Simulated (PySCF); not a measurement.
PySCF input for C2H6BBrO, SMILES CCB(O)Br, C-PCM-B3LYP/def2-SVP. Geometry: B3LYP-D3(BJ)/def2-SVP. One conformer was computed; it need not be the lowest.

```python
import numpy as np
from pyscf import gto, scf, dft
from pyscf.solvent import pcm

mol = gto.M(
    atom='''
    B     0.62384607    0.63781836   -0.12505345
    Br   -0.86821607   -0.27081815    0.77925794
    C     0.97111827    0.31571646   -1.61900792
    C     0.86624302   -1.14935880   -2.05980146
    H     1.97681350    0.72049894   -1.82717723
    H     0.27702771    0.93233925   -2.22505973
    H    -0.14743778   -1.54483948   -1.89375500
    H     1.56235139   -1.79001048   -1.49467525
    H     1.10328060   -1.26515864   -3.12903543
    O     1.31082816    1.56602929    0.56606929
    H     0.98550362    1.71033380    1.46524370
    ''',
    basis='def2-SVP',
    charge=0,
    spin=0,
    max_memory=1600,
    verbose=3,
)
mf = dft.RKS(mol, xc='b3lyp').density_fit(auxbasis='def2-universal-jkfit')
mf.grids.level = 3
mf.conv_tol = 1e-9
mf.max_cycle = 100
mf.kernel()
res = {}
for name, eps in {'water': 78.355, 'acetonitrile': 35.688, 'chloroform': 4.7113}.items():
    s = mf.PCM()
    s.with_solvent.method, s.with_solvent.eps, s.with_solvent.lebedev_order = 'C-PCM', eps, 29
    s.kernel(mf.make_rdm1())
    res[name] = (s.e_tot, eps, s.dip_moment(), s.mo_energy, s.converged)
    print(f'{name}: electrostatic solvation free energy {(s.e_tot - mf.e_tot) * 627.509474:.3f} kcal/mol')
```

Output:

```
converged SCF energy = -2753.74717868386

WARN: PCM is an experimental feature. It is still in testing.
Features and APIs may be changed in the future.

converged SCF energy = -2753.75330282942
Dipole moment(X, Y, Z, Debye):  0.65698,  0.92500,  0.34283
water: electrostatic solvation free energy -3.843 kcal/mol

WARN: PCM is an experimental feature. It is still in testing.
Features and APIs may be changed in the future.

converged SCF energy = -2753.75319864868
Dipole moment(X, Y, Z, Debye):  0.65325,  0.91990,  0.34157
acetonitrile: electrostatic solvation free energy -3.778 kcal/mol

WARN: PCM is an experimental feature. It is still in testing.
Features and APIs may be changed in the future.

converged SCF energy = -2753.75196712727
Dipole moment(X, Y, Z, Debye):  0.61093,  0.86181,  0.32677
chloroform: electrostatic solvation free energy -3.005 kcal/mol
```

The calculation finished and met its thresholds.

Cost: very roughly 2.8 core-minutes.
